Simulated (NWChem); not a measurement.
C₂H₈OSi; SMILES CO[SiH2]C

```xyz
12

Si     0.4810     0.4907    -0.0012
C     -0.5753     2.0251    -0.0009
O     -0.5471    -0.8225    -0.0001
C     -0.1249    -2.1549    -0.0011
H      1.3657     0.4442    -1.2121
H      1.3677     0.4451     1.2082
H      0.0549     2.9281    -0.0033
H     -1.2213     2.0526    -0.8915
H     -1.2180     2.0549     0.8919
H      0.4809    -2.4013    -0.8938
H     -1.0101    -2.8098    -0.0048
H      0.4757    -2.4042     0.8942
```
Atoms are numbered in this order, from 1.

Computed with NWChem. All runs use the structure optimised with PBE0/def2-SVP. Level: M05-2X/def2-SVP with SMD (1 M gas to 1 M solution), gas-phase geometry. Reactions with the solvent are ignored.

Problem. What does the run give for solvent ethylene glycol? Quantities: solvation free energy (kcal/mol); cavity-dispersion-structure term (kcal/mol); dipole in solution (D).

Solution. 
```
Item                                         Result
-------------------------------------------  ------
solvation free energy (kcal/mol)               -0.1
cavity-dispersion-structure term (kcal/mol)     3.5
dipole in solution (D)                         0.61
```
